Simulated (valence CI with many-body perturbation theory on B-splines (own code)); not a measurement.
**Hyperfine factors and g values of Rb14+**

Calculated by relativistic CI+MBPT: five valence electrons over a frozen Dirac-Fock core [Ar], radial functions for each j: 7 s, 7 p, 8 d, 6 f, 4 g, 1 h, with the one-electron correlation potential Σ1 (screened to all orders), the two-electron term Σ2, the three-electron term Σ3, Breit, model QED; selected single and double excitations, second order for the rest, scaled by the run's own slope (own B-spline code, finite nucleus).

No measured levels were compared; by estimate terms of the open shell hold to 2 to 4 % of their energy, and close levels can change places. Among the levels kept, up to 270 cm⁻¹ of a level comes from second order outside the variational space, and about a tenth of that is noise between levels of different J, which matters for small intervals. The list stops below the first excitations out of the core. Only levels of the ground parity were solved; by the run's estimate the other parity begins above the list, which can be wrong where configurations are misplaced.

A/g_I is the dipole constant over the nuclear g factor μ/I (μ in nuclear magnetons, uniformly magnetised nucleus), B/Q the quadrupole constant per barn. Both hold the static response of the core; the bare values leave it out. Large factors of s and p1/2 electrons are usually good to 5 to 10 %; those of open d and f shells near neutrality can be off by tens of per cent, and small factors of p3/2, d and f electrons come from cancelling terms and can be off by a factor of two or in sign, in half-filled shells by more. B is blank for J = 1/2, where it vanishes, and for nearly pure S terms. Energies count from the lowest level.

Names give the largest LS component (configuration and term), which can be under half, so a name can repeat, a term be missing and a line seem to break the LS rules; names also repeat where a configuration has a term twice. Letters in brackets count levels of one name in rising energy.

| Level | E (eV) | g | A/g_I (MHz) | A/g_I bare | B/Q (MHz/b) | B/Q bare |
| --- | --- | --- | --- | --- | --- | --- |
| 3d5 6S_5/2 | 0.000 | 1.991 | -554 | 0.618 |  |  |
| 3d5 4G_5/2 | 9.428 | 0.714 | 3930 | 3810 | 1500 | 1550 |
| 3d5 4G_11/2 | 9.705 | 1.265 | 2970 | 3140 | -76.9 | -73.9 |
| 3d5 4G_7/2 | 9.714 | 0.997 | 3160 | 3190 | 1110 | 1150 |
| 3d5 4G_9/2 | 9.831 | 1.170 | 2870 | 3000 | 861 | 893 |
| 3d5 4P_5/2 | 10.169 | 1.370 | 1550 | 1770 | 2740 | 2820 |
| 3d5 4P_3/2 | 10.477 | 1.531 | 2270 | 2590 | 2310 | 2380 |
| 3d5 4P_1/2 | 10.904 | 2.164 | -2170 | -1520 |  |  |
| 3d5 4D_7/2 | 11.770 | 1.405 | 1760 | 2010 | 1340 | 1370 |
| 3d5 4D_1/2 | 12.374 | 0.491 | 7050 | 6810 |  |  |
| 3d5 4D_5/2 | 12.476 | 1.406 | 2240 | 2490 | -1710 | -1770 |
| 3d5 4D_3/2 | 12.617 | 1.357 | 2900 | 3120 | -1320 | -1360 |
| 3d5 2I_11/2 | 13.921 | 0.943 | 3730 | 3740 | 372 | 384 |
| 3d5 2I_13/2 | 14.307 | 1.075 | 3570 | 3640 | -18.6 | -15.3 |
| 3d5 2D_5/2 [a] | 14.758 | 1.081 | 2740 | 2810 | 1110 | 1140 |
| 3d5 2D_3/2 [a] | 15.210 | 0.690 | 5500 | 5370 | -178 | -180 |
| 3d5 2F_7/2 [a] | 15.523 | 1.143 | 3620 | 3730 | -2490 | -2570 |
| 3d5 4F_9/2 | 15.763 | 1.228 | 2710 | 2860 | -29.3 | -36.6 |
| 3d5 4F_5/2 | 16.339 | 1.009 | 3630 | 3670 | -2310 | -2380 |
| 3d5 2F_7/2 [b] | 16.808 | 1.196 | 2530 | 2660 | -1450 | -1490 |
| 3d5 2H_9/2 | 17.027 | 1.051 | 3430 | 3490 | 1190 | 1230 |
| 3d5 4F_3/2 | 17.096 | 0.546 | 5680 | 5470 | -599 | -614 |
| 3d5 2G_7/2 [a] | 17.810 | 0.926 | 4520 | 4510 | -1400 | -1450 |
| 3d5 2H_11/2 | 18.079 | 1.074 | 3470 | 3540 | -343 | -353 |
| 3d5 2F_5/2 [a] | 18.158 | 1.002 | 2810 | 2840 | 1740 | 1810 |
| 3d5 2G_9/2 [a] | 18.748 | 1.070 | 3280 | 3350 | -850 | -883 |
| 3d5 2F_5/2 [b] | 19.021 | 0.922 | 3530 | 3520 | -1860 | -1920 |
| 3d5 2F_7/2 [c] | 19.196 | 1.144 | 3450 | 3550 | 1170 | 1220 |
| 3d5 2S_1/2 | 20.605 | 1.991 | -635 | -83.5 |  |  |
| 3d5 2D_3/2 [b] | 22.987 | 0.802 | 4360 | 4280 | -906 | -938 |
| 3d5 2D_5/2 [b] | 23.357 | 1.180 | 2910 | 3040 | -547 | -567 |
| 3d5 2G_9/2 [b] | 25.570 | 1.110 | 3200 | 3290 | -1170 | -1200 |
| 3d5 2G_7/2 [b] | 25.733 | 0.892 | 4300 | 4270 | 1680 | 1730 |
| 3d5 2P_3/2 | 30.636 | 1.296 | 2890 | 3070 | -2480 | -2560 |
| 3d5 2P_1/2 | 30.969 | 0.683 | 489 | 352 |  |  |
| 3d5 2D_5/2 [c] | 33.585 | 1.198 | 2480 | 2620 | -671 | -692 |
| 3d5 2D_3/2 [c] | 33.856 | 0.833 | 5790 | 5740 | 3180 | 3280 |

(1) Take the isotope of mass number 87, with I = 3/2, μ = 2.75129 μN and Q = 0.1335 b. What is the hyperfine structure of 3d5 4P_3/2?

Answers

(1) From the table A = 4170 MHz, B = 308 MHz. Shifts from the centre of gravity in MHz: F = 0: -15300, F = 1: -11400, F = 2: -3360, F = 3: 9460.
